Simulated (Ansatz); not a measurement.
The same path of CH₇NSi₂Te (12 atoms, charge 0, multiplicity 1) was run twice with different band settings. The coordinate that changes most is the dihedral H7–Si1–Si2–Te5.

All numbers below come from RKS B3LYP/def2-SVP (Ansatz).

Relaxed end points:

```xyz
12
Properties=species:S:1:pos:R:3
Si -1.874 1.032 0.836
Si 0.399 0.409 0.668
N 0.721 -1.134 -0.073
C 1.444 -0.978 -1.319
Te 1.664 1.252 -1.363
H -1.976 2.476 1.213
H -2.562 0.818 -0.470
H -2.579 0.228 1.884
H 1.062 0.640 1.994
H 0.441 -2.070 0.206
H 2.450 -1.430 -1.325
H 0.888 -1.296 -2.217
```

```xyz
12
Properties=species:S:1:pos:R:3
Si -2.010 0.515 0.989
Si 0.249 -0.162 0.829
N 0.721 -0.914 -0.669
C 1.693 -0.107 -1.379
Te 1.915 1.592 0.065
H -2.405 1.278 -0.231
H -2.916 -0.668 1.126
H -2.198 1.384 2.192
H 0.616 -0.913 2.075
H 0.395 -1.770 -1.108
H 2.678 -0.586 -1.511
H 1.341 0.295 -2.344
```

Common settings: spring 5.0 eV/Å²; optimiser quadratic models (default); start path IDPP; force threshold 0.05 eV/Å; end points relaxed.

| run | movable images | climbing image | iteration limit |
| --- | --- | --- | --- |
| 1 | 5 | yes | 55 |
| 2 | 8 | no | 37 |

(1) What does each run give, and how far can it be trusted?

Results:

(1) Run 1: converged after 4 iterations, highest image 0.048 eV above the first end. A vibrational analysis at the climbing image gives one clearly imaginary mode, 92i cm⁻¹: a first-order saddle point.
Run 2: converged after 4 iterations, highest image 0.047 eV above the first end. No image climbed, so the highest image needn't sit at the top of the path.
